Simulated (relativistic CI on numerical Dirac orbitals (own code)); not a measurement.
# Electric-dipole transitions in Tm32+

Calculated at this level of theory: Dirac-Coulomb-Breit CI, orbitals from a KLI potential per configuration, QED by a radiative potential, unscaled Slater integrals (own radial code, finite nucleus).

Configurations in the expansion (outside the closed core [Ar] 3d10): 4s²4p⁶4d, 4s²4p⁵4d², 4s²4p⁶4f, 4s4p⁶4d², 4s²4p⁵4d4f, 4s4p⁶4d4f, 4s²4p⁶5s, 4s²4p⁶5p, 4s²4p⁶5d, 4p⁶4d³, 4p⁵4d⁴, 4p⁵4d³4f, 4s4p⁶4f², 4s4p⁵4f³, 4p⁶4f³. Double excitations out of closed p, d and f shells are left out; levels of such configurations are missing from the list, as are those of other unlisted configurations, and high levels can miss mixing partners.

| λ vac (nm) | Lower | Upper | A (s⁻¹) | E lower (10³ cm⁻¹) | E upper (10³ cm⁻¹) |
| --- | --- | --- | --- | --- | --- |
| 5.4139 | 4s²4p⁶4d ²D3/2 [1] | 4s²4p⁵4d² ²D°3/2 [44] | 1.98e+12 | 0.0 | 1847.1 |
| 5.4497 | 4s²4p⁶4d ²D3/2 [1] | 4s²4p⁵4d² ²D°3/2 [42] | 1.09e+12 | 0.0 | 1835.0 |
| 5.5302 | 4s²4p⁶4d ²D5/2 [2] | 4s²4p⁵4d² ²P°3/2 [48] | 2.03e+12 | 103.9 | 1912.2 |
| 5.5327 | 4s²4p⁶4d ²D5/2 [2] | 4s²4p⁵4d² ²F°7/2 [47] | 2.12e+12 | 103.9 | 1911.3 |
| 5.5603 | 4s²4p⁶4d ²D5/2 [2] | 4s²4p⁵4d² ²D°5/2 [46] | 2.55e+12 | 103.9 | 1902.4 |
| 5.6099 | 4s²4p⁶4d ²D3/2 [1] | 4s²4p⁵4d² ²P°1/2 [40] | 1.62e+12 | 0.0 | 1782.6 |
| 5.9280 | 4s²4p⁶4d ²D3/2 [1] | 4s²4p⁵4d² ²F°5/2 [34] | 1.50e+12 | 0.0 | 1686.9 |
| 6.3236 | 4s²4p⁵4d² ⁴D°1/2 [3] | 4s²4p⁵4d4f ⁴F3/2 [89] | 6.09e+11 | 1079.4 | 2660.8 |
| 6.5678 | 4s²4p⁵4d² ⁴G°7/2 [6] | 4s²4p⁵4d4f ²G9/2 [85] | 5.15e+11 | 1120.7 | 2643.2 |
| 6.5882 | 4s²4p⁶4d ²D3/2 [1] | 4s²4p⁶4f ²F°5/2 [32] | 2.91e+11 | 0.0 | 1517.9 |
| 6.6109 | 4s²4p⁵4d² ²G°9/2 [24] | 4s²4p⁵4d4f ²H11/2 [131] | 6.89e+11 | 1339.1 | 2851.8 |
| 6.6836 | 4s²4p⁵4d² ²H°11/2 [20] | 4s²4p⁵4d4f ²I13/2 [125] | 7.25e+11 | 1301.4 | 2797.6 |
| 6.6981 | 4s²4p⁵4d² ⁴G°9/2 [9] | 4s²4p⁵4d4f ²H11/2 [96] | 3.42e+11 | 1190.0 | 2683.0 |
| 6.7013 | 4s²4p⁵4d² ⁴G°11/2 [13] | 4s²4p⁵4d4f ⁴H13/2 [104] | 2.83e+11 | 1217.7 | 2709.9 |
| 6.7508 | 4s²4p⁵4d² ²G°9/2 [19] | 4s²4p⁵4d4f ⁴G11/2 [118] | 5.46e+11 | 1276.7 | 2758.0 |
| 6.7547 | 4s²4p⁵4d² ⁴G°11/2 [13] | 4s²4p⁵4d4f ⁴H13/2 [100] | 3.19e+11 | 1217.7 | 2698.1 |
| 6.8127 | 4s²4p⁵4d² ²F°7/2 [47] | 4s²4p⁵4d4f ²G9/2 [179] | 1.26e+12 | 1911.3 | 3379.2 |
| 6.9916 | 4s²4p⁶4d ²D5/2 [2] | 4s²4p⁶4f ²F°7/2 [33] | 3.33e+11 | 103.9 | 1534.2 |
| 7.2201 | 4s²4p⁶4d ²D5/2 [2] | 4s²4p⁵4d² ²P°3/2 [31] | 4.28e+11 | 103.9 | 1488.9 |
| 7.2239 | 4s²4p⁶4d ²D5/2 [2] | 4s²4p⁵4d² ²D°5/2 [30] | 4.58e+11 | 103.9 | 1488.2 |

Terms are leading LS components. Brackets give the number of a level in order of energy, since labels repeat. The list gives strong lines, with weight on those to low levels, without lines whose two gauges differ by over a factor of 2.5, among the lowest 200 of 2142 levels, so that lines to higher ones, which can be the strongest, are missing. Levels whose partners in the same complex of configurations lie outside the list can be far off, and so can their lines. Rates are taken at the computed energies, electric ones in the length gauge.

At this charge energies of transitions that change n are usually good to better than 1 %, and those within a shell (Δn = 0) to a few per cent.

LS names give the leading component of a level, which can be under half, so a name can repeat, a term be missing and a line seem to break the LS rules.
